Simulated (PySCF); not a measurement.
Isomers of C9H13N, one GFN2-xTB conformer each. Single-point energies are computed at PBE0/pcSseg-1 (PySCF, gas phase, no added dispersion term), electronic only.

```tsv
SMILES	GFN2-xTB relative energy (kJ/mol)
CC(C)c1ccccc1N	18.2
CCN(C)c1ccccc1	19.9
C[C@@H]1C[C@@H]2C[C@H]1C[C@H]2C#N	12.7
C/N=C/[C@@H]1C[C@@H]2C=C[C@H]1C2	95.9
[H]/N=C/C#CCC(=C)C(C)C	317.6
N#C[C@@H]1[C@@H]2CCC[C@H]1CC2	0.0
N#C[C@@H]1C[C@@H]2CCCC[C@@H]21	68.3
CCc1cccc(C)c1N	5.6
```

Conformers: `[CH3:1][CH:2]([CH3:3])[c:4]1[cH:5][cH:6][cH:7][cH:8][c:9]1[NH2:10]` with C1–C2–C4–C5 -100°; `[CH3:1][CH2:2][N:3]([CH3:4])[c:5]1[cH:6][cH:7][cH:8][cH:9][cH:10]1` with C1–C2–N3–C4 81°, C2–N3–C5–C6 174°; `[CH3:1]/[N:2]=[CH:3]/[C@@H:4]1[CH2:5][C@@H:6]2[CH:7]=[CH:8][C@H:9]1[CH2:10]2` with N2–C3–C4–C5 -135°; `[H]/[N:7]=[CH:6]/[C:5]#[C:4][CH2:3][C:2](=[CH2:1])[CH:8]([CH3:9])[CH3:10]` with C1–C2–C3–C4 118°, C1–C2–C8–C9 -33°; `[N:1]#[C:2][C@@H:3]1[CH2:4][C@@H:5]2[CH2:6][CH2:7][CH2:8][CH2:9][C@H:10]12` with C2–C3–C4–C5 -140°, C3–C4–C5–C6 142°, C4–C5–C6–C7 -74°, C5–C6–C7–C8 -51°; `[CH3:1][CH2:2][c:3]1[cH:4][cH:5][cH:6][c:7]([CH3:8])[c:9]1[NH2:10]` with C1–C2–C3–C4 102°.

Q: What does PBE0/pcSseg-1 give for the same structures?

A: 
| SMILES | PBE0/pcSseg-1 E (Eh) | PBE0/pcSseg-1 (kJ/mol) | GFN2-xTB (kJ/mol) | point group |
| --- | --- | --- | --- | --- |
| CCc1cccc(C)c1N | -405.01271 | 0.0 | 5.6 | C1 |
| CC(C)c1ccccc1N | -405.00809 | 12.1 | 18.2 | C1 |
| N#C[C@@H]1[C@@H]2CCC[C@H]1CC2 | -404.99865 | 36.9 | 0.0 | Cs |
| C[C@@H]1C[C@@H]2C[C@H]1C[C@H]2C#N | -404.99015 | 59.2 | 12.7 | C1 |
| CCN(C)c1ccccc1 | -404.98901 | 62.2 | 19.9 | C1 |
| N#C[C@@H]1C[C@@H]2CCCC[C@@H]21 | -404.97052 | 110.8 | 68.3 | C1 |
| C/N=C/[C@@H]1C[C@@H]2C=C[C@H]1C2 | -404.94352 | 181.6 | 95.9 | C1 |
| [H]/N=C/C#CCC(=C)C(C)C | -404.88406 | 337.8 | 317.6 | C1 |

GFN2-xTB puts N#C[C@@H]1[C@@H]2CCC[C@H]1CC2 lowest instead; measured from each level's own lowest isomer, the values differ by up to 85.7 kJ/mol (C/N=C/[C@@H]1C[C@@H]2C=C[C@H]1C2: 95.9 against 181.6). As drawn, the lowest has an aromatic ring, which the highest lacks; the highest has a C≡C bond, a C=N bond and a C=C bond outside aromatic rings, which the lowest lacks. Neighbours under 10 kJ/mol apart (C[C@@H]1C[C@@H]2C[C@H]1C[C@H]2C#N and CCN(C)c1ccccc1) can change places with a better method, another conformer or zero-point energy.

Q: Which frontier levels, dipoles and rotational constants go with these structures?

A: 
```tsv
SMILES	HOMO (eV, PBE0/pcSseg-1)	LUMO (eV)	dipole (D)	A, B, C (MHz)
CCc1cccc(C)c1N	-5.77	0.25	1.75	2024, 1168, 795.3
CC(C)c1ccccc1N	-5.81	0.14	1.76	2081, 1134, 817.9
N#C[C@@H]1[C@@H]2CCC[C@H]1CC2	-8.67	0.72	4.15	2036, 1289, 1225
C[C@@H]1C[C@@H]2C[C@H]1C[C@H]2C#N	-8.78	0.66	4.42	3488, 910.5, 869.0
CCN(C)c1ccccc1	-5.46	0.13	2.11	2589, 951.6, 745.9
N#C[C@@H]1C[C@@H]2CCCC[C@@H]21	-8.41	0.68	4.32	2405, 1060, 876.2
C/N=C/[C@@H]1C[C@@H]2C=C[C@H]1C2	-6.77	0.09	1.19	3168, 843.6, 813.2
[H]/N=C/C#CCC(=C)C(C)C	-7.36	-1.05	1.58	2016, 663.2, 591.6
```

Q: As an exercise, what shares would exp(−E/RT) give at 500 K from these electronic energies alone (no entropy, no degeneracies)?

A: RT = 4.157 kJ/mol: CCc1cccc(C)c1N 94.9 %, CC(C)c1ccccc1N 5.1 %, N#C[C@@H]1[C@@H]2CCC[C@H]1CC2 under 0.1 %, C[C@@H]1C[C@@H]2C[C@H]1C[C@H]2C#N under 0.1 %, CCN(C)c1ccccc1 under 0.1 %, N#C[C@@H]1C[C@@H]2CCCC[C@@H]21 under 0.1 %, C/N=C/[C@@H]1C[C@@H]2C=C[C@H]1C2 under 0.1 %, [H]/N=C/C#CCC(=C)C(C)C under 0.1 %.
